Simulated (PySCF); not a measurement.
# Badger's rule along the 5d metals: bonds to F

r²SCAN in PySCF with def2-TZVPP on every atom (core potentials on Re, Pt, Au, Hg), for the lowest determinant that a PBE0 search found; no spin–orbit coupling. Badger's rule says that Re = d + c·k^(−1/3) for bonds between atoms of fixed rows.

```csv
molecule,state (unpaired electrons),Re (Å),k (mdyn/Å)
PtF,doublet (σ ↑),1.882,3.92
AuF,singlet (closed shell),1.922,?
ReF,"septet (σ ↑↑, π ↑↑, δ ↑↑)",1.988,?
HgF,doublet (σ ↑),2.046,2.01
```

Q: Fix c and d from PtF and HgF.

A: c = (2.046 − 1.882)/(2.01^(−1/3) − 3.92^(−1/3)) = 1.037, d = 1.882 − c·3.92^(−1/3) = 1.224 Å.

Q: Predict k of the others and set the computed values beside them.

A: 

| molecule | k by the rule | k computed | difference (%) |
| --- | --- | --- | --- |
| AuF | 3.28 | 3.17 | 4 |
| ReF | 2.50 | 2.94 | -15 |

The rule misses by 10 % on average, well for two fitted constants.

Spin–orbit coupling is left out. States were picked by a PBE0 search and need not be the measured ground states.
